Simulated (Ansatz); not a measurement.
`[F][InH2]` + `C[NH][GeH3]` → `C[N]([GeH3])[InH2]` + H–F at 400 K and 1 bar (ligand exchange at the In–F bond).

Gas-phase electronic energies from Ansatz, PBE0-D4/def2-TZVP geometries. CBS: MP2 limit from def2 TZ/QZ plus the TZ coupled-cluster correction, frozen cores. This one scheme is used for every species. def2 core potentials past Kr. For Ge, In outer-core shells are correlated without core-valence functions, which leaves a few kJ/mol of doubt a bond. Scalar relativity is left out up to krypton.

| species | CCSD(T)/CBS energy (Eh) | H − E (kJ/mol) | S (J/(mol·K)) |
| --- | --- | --- | --- |
| `[F][InH2]` | -290.81142 | 53.0 | 281.4 |
| `C[NH][GeH3]` | -2173.06430 | 229.8 | 337.7 |
| `C[N]([GeH3])[InH2]` | -2363.46641 | 244.5 | 421.6 |
| H–F | -100.39570 | 36.5 | 182.2 |

H − E and S are ideal-gas, rigid-rotor, harmonic terms from PBE0-D4/def2-TZVP, for one conformer and one mirror image of each species. 1 Eh = 2625.50 kJ/mol, R = 8.31446 J/(mol·K).

Question: By hand: ΔE, ΔH, ΔS and ΔG.

Answer: ΔE = (-2363.46641) + (-100.39570) − (-290.81142) − (-2173.06430) = 0.01361 Eh = 35.7 kJ/mol. Δ(H − E) = 244.5 + 36.5 − 53.0 − 229.8 = -1.8, so ΔH = 33.9 kJ/mol. ΔS = 421.6 + 182.2 − 281.4 − 337.7 = -15.3 J/(mol·K). ΔG = 33.9 − 400 × (-15.3)/1000 = 40.0 kJ/mol.

Question: By hand: the equilibrium constant, and the temperature at which ΔG would vanish if ΔH and ΔS stayed fixed.

Answer: log₁₀ K = −ΔG/(RT ln 10) = -5.2. ΔH and −TΔS have one sign here, so there is no such temperature.

ΔH outweighs TΔS. A doubt of 5 kJ/mol in ΔE shifts log₁₀ K by 0.7 here. Other conformers and mirror images would add mixing entropy, several J/(mol·K) or more a flexible species. These are equilibria of isolated gas molecules and say nothing of rates. Largest T1 diagnostic: 0.016 (customary marks: 0.02 for closed shells, 0.045 for open ones).
